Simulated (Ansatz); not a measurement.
Consider the cleavage of the Sn–Si bond: `N[SiH]([SiH3])[SnH3]` + NH₃ → `[NH2][SnH3]` + `N[SiH2][SiH3]`.

Program: Ansatz. Geometries: PBE0-D4/def2-TZVP. ΔE: electronic, gas phase. CBS: MP2 limit from def2 TZ/QZ plus the TZ coupled-cluster correction, frozen cores. This one scheme is used for every species. Functionals use def2-TZVPP. B3LYP here is the variant with VWN-RPA as its local correlation; programs differ in this. HSE06 is defined as in plane-wave codes. Elements past krypton have def2 core potentials. For Sn outer-core shells are correlated without core-valence functions, which leaves a few kJ/mol of doubt a bond. One conformer a species, not always the lowest.

`N[SiH]([SiH3])[SnH3]`:

```xyz
13

N     1.626    0.790   -1.000
Si    0.547    0.407    0.299
Si    0.443   -1.858    0.914
Sn   -1.796    1.211   -0.379
H     1.389    0.497   -1.935
H     2.620    0.712   -0.848
H     0.999    1.178    1.492
H    -0.080   -2.671   -0.221
H     1.789   -2.390    1.274
H    -0.466   -2.047    2.079
H    -3.000    0.560    0.643
H    -2.143    0.698   -1.975
H    -1.928    2.914   -0.343
```

NH₃:

Z-matrix (Å, degrees):
```
N
H 1 1.013
H 1 1.013 2 107.1
H 1 1.013 2 107.1 3 -114.5
```

`[NH2][SnH3]`:

```xyz
7

N    -0.079   -1.073   -0.703
Sn    0.216    0.568    0.460
H    -0.868   -1.632   -0.403
H    -0.227   -0.844   -1.677
H     0.477   -0.019    2.038
H     1.595    1.346   -0.172
H    -1.114    1.654    0.457
```

`N[SiH2][SiH3]`:

```xyz
10

N    -1.109    0.537   -1.298
Si    0.176   -0.462   -0.728
Si    0.659    0.130    1.485
H    -1.949    0.627   -0.750
H    -1.323    0.558   -2.283
H     1.353   -0.218   -1.607
H    -0.084   -1.936   -0.768
H    -0.578    0.058    2.314
H     1.195    1.515    1.572
H     1.659   -0.809    2.063
```

| level | ΔE (kJ/mol) | difference from CCSD(T)/CBS |
| --- | --- | --- |
| PBE-D4 | 52.1 | 11.1 |
| revPBE-D4 | 48.9 | 7.9 |
| BLYP-D4 | 41.5 | 0.5 |
| r2SCAN-D4 | 43.8 | 2.8 |
| B97M-V | 37.2 | -3.8 |
| PBE0-D4 | 51.0 | 10.0 |
| r2SCANh-D4 | 44.5 | 3.5 |
| r2SCAN0-D4 | 45.3 | 4.3 |
| HSE06-D4 | 51.3 | 10.3 |
| BHLYP-D4 | 40.5 | -0.5 |
| CAM-B3LYP-D4 | 35.0 | -6.0 |
| ωB97X-V | 35.3 | -5.7 |
| ωB97M-V | 38.2 | -2.8 |
| B2PLYP | 33.7 | -7.3 |
| PBE-QIDH | 42.3 | 1.3 |
| PBE | 47.3 | 6.3 |
| revPBE | 45.2 | 4.2 |
| BLYP | 33.5 | -7.5 |
| r2SCAN | 42.2 | 1.2 |
| PBE0 | 46.2 | 5.2 |
| B3LYP | 34.0 | -7.0 |
| r2SCANh | 42.7 | 1.7 |
| r2SCAN0 | 43.3 | 2.3 |
| BHLYP | 30.5 | -10.5 |
| CAM-B3LYP | 29.4 | -11.6 |
| LC-ωPBE | 36.5 | -4.5 |
| RPA@PBE/def2-TZVPP | 31.0 | -10.0 |
| MP2/def2-SVP | 33.0 | -8.0 |
| CCSD/def2-SVP | 35.3 | -5.7 |
| HF/def2-TZVPP | 20.6 | -20.4 |
| MP2/def2-TZVPP | 37.5 | -3.5 |
| SCS-MP2/def2-TZVPP | 30.1 | -10.9 |
| CCSD/def2-TZVPP | 35.1 | -5.9 |
| CCSD(T)/def2-TZVPP | 36.8 | -4.2 |
| HF/def2-QZVPP | 19.6 | -21.4 |
| MP2/def2-QZVPP | 39.6 | -1.4 |
| SCS-MP2/def2-QZVPP | 32.1 | -8.9 |
| HF/CBS(def2) | 19.5 | -21.5 |
| MP2/CBS(def2) | 41.7 | 0.7 |
| CCSD/CBS(def2) | 39.3 | -1.7 |
| CCSD(T)/CBS | 41.0 | 0 |

Largest T1 diagnostic among the species: 0.013.

At CCSD(T), def2-SVP lies −4.7 kJ/mol from the extrapolated value and def2-TZVPP −4.2 kJ/mol. Leaving LDA and LC-ωPBE aside and taking each functional with its dispersion term where it has one, the values spread over 18.4 kJ/mol, from B2PLYP to PBE-D4. LDA lies +5.1 kJ/mol from PBE without D4. In def2-TZVPP, CCSD(T) changes the Hartree–Fock value by +16.2 kJ/mol (the triples alone add +1.8 kJ/mol) and MP2 by +16.9 kJ/mol.
